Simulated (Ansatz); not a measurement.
`C[NH][GeH3]` + HBr → `[GeH3][Br]` + CH₃NH₂ at 500 K and 1 bar (ligand exchange at a Ge–N bond).

Gas-phase electronic energies from Ansatz, PBE0-D4/def2-TZVP geometries. CBS: MP2 limit from def2 TZ/QZ plus the TZ coupled-cluster correction, frozen cores. For Br, Ge outer-core shells are correlated without core-valence functions, which leaves a few kJ/mol of doubt a bond. Scalar relativity is left out up to krypton.

| species | CCSD(T)/CBS energy (Eh) | H − E (kJ/mol) | S (J/(mol·K)) |
| --- | --- | --- | --- |
| `C[NH][GeH3]` | -2173.06430 | 241.1 | 362.9 |
| HBr | -2573.91920 | 30.5 | 213.7 |
| `[GeH3][Br]` | -4651.26096 | 88.8 | 308.7 |
| CH₃NH₂ | -95.75281 | 191.8 | 270.3 |

H − E and S are ideal-gas, rigid-rotor, harmonic terms from PBE0-D4/def2-TZVP, for one conformer and one mirror image of each species. 1 Eh = 2625.50 kJ/mol, R = 8.31446 J/(mol·K).

Task: By hand: ΔE, ΔH, ΔS and ΔG.

Result: ΔE = (-4651.26096) + (-95.75281) − (-2173.06430) − (-2573.91920) = -0.03027 Eh = -79.5 kJ/mol. Δ(H − E) = 88.8 + 191.8 − 241.1 − 30.5 = 9.0, so ΔH = -70.5 kJ/mol. ΔS = 308.7 + 270.3 − 362.9 − 213.7 = 2.4 J/(mol·K). ΔG = -70.5 − 500 × (2.4)/1000 = -71.7 kJ/mol.

Task: By hand: the equilibrium constant, and the temperature at which ΔG would vanish if ΔH and ΔS stayed fixed.

Result: log₁₀ K = −ΔG/(RT ln 10) = 7.5. ΔH and −TΔS have one sign here, so there is no such temperature.

The number of gas molecules stays the same, so ΔS is small and ΔH decides. A doubt of 5 kJ/mol in ΔE shifts log₁₀ K by 0.5 here. Other conformers and mirror images would add mixing entropy, several J/(mol·K) or more a flexible species. These are equilibria of isolated gas molecules and say nothing of rates. Largest T1 diagnostic: 0.011 (customary marks: 0.02 for closed shells, 0.045 for open ones).

ΔS is within the doubt of such terms, so its sign, and with it that verdict, could turn.
